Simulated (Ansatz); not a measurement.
`[SH][In]([SH])[Br]` + HBr → `[SH][In]([Br])[Br]` + H₂S at 600 K and 1 bar (ligand exchange at the In–S bond).

Computed with Ansatz on PBE0-D4/def2-TZVP structures; ΔE is electronic, products minus reactants. CCSD(T)/CBS adds triple-zeta CCSD(T) − MP2 to the extrapolated MP2 energy (def2 sets, frozen cores). This one scheme is used for every species. Elements past krypton have def2 core potentials. For Br, In outer-core shells are correlated without core-valence functions, which leaves a few kJ/mol of doubt a bond. Scalar relativity is left out up to krypton. Each species was taken in one conformer, which may not be the lowest.

| species | CCSD(T)/CBS energy (Eh) | H − E (kJ/mol) | S (J/(mol·K)) |
| --- | --- | --- | --- |
| `[SH][In]([SH])[Br]` | -3560.01440 | 105.5 | 463.5 |
| HBr | -2573.91920 | 33.5 | 219.1 |
| `[SH][In]([Br])[Br]` | -5734.97677 | 78.0 | 454.5 |
| H₂S | -398.97279 | 60.8 | 230.9 |

H − E and S are ideal-gas, rigid-rotor, harmonic terms from PBE0-D4/def2-TZVP, for one conformer and one mirror image of each species. 1 Eh = 2625.50 kJ/mol, R = 8.31446 J/(mol·K).

**Question.** By hand: ΔE, ΔH, ΔS and ΔG.

**Answer.** ΔE = (-5734.97677) + (-398.97279) − (-3560.01440) − (-2573.91920) = -0.01596 Eh = -41.9 kJ/mol. Δ(H − E) = 78.0 + 60.8 − 105.5 − 33.5 = -0.2, so ΔH = -42.1 kJ/mol. ΔS = 454.5 + 230.9 − 463.5 − 219.1 = 2.8 J/(mol·K). ΔG = -42.1 − 600 × (2.8)/1000 = -43.8 kJ/mol.

**Question.** By hand: the equilibrium constant, and the temperature at which ΔG would vanish if ΔH and ΔS stayed fixed.

**Answer.** log₁₀ K = −ΔG/(RT ln 10) = 3.8. ΔH and −TΔS have one sign here, so there is no such temperature.

The number of gas molecules stays the same, so ΔS is small and ΔH decides. A doubt of 5 kJ/mol in ΔE shifts log₁₀ K by 0.4 here. Other conformers and mirror images would add mixing entropy, several J/(mol·K) or more a flexible species. These are equilibria of isolated gas molecules and say nothing of rates. Largest T1 diagnostic: 0.012 (customary marks: 0.02 for closed shells, 0.045 for open ones).

ΔS is within the doubt of such terms, so its sign, and with it that verdict, could turn.
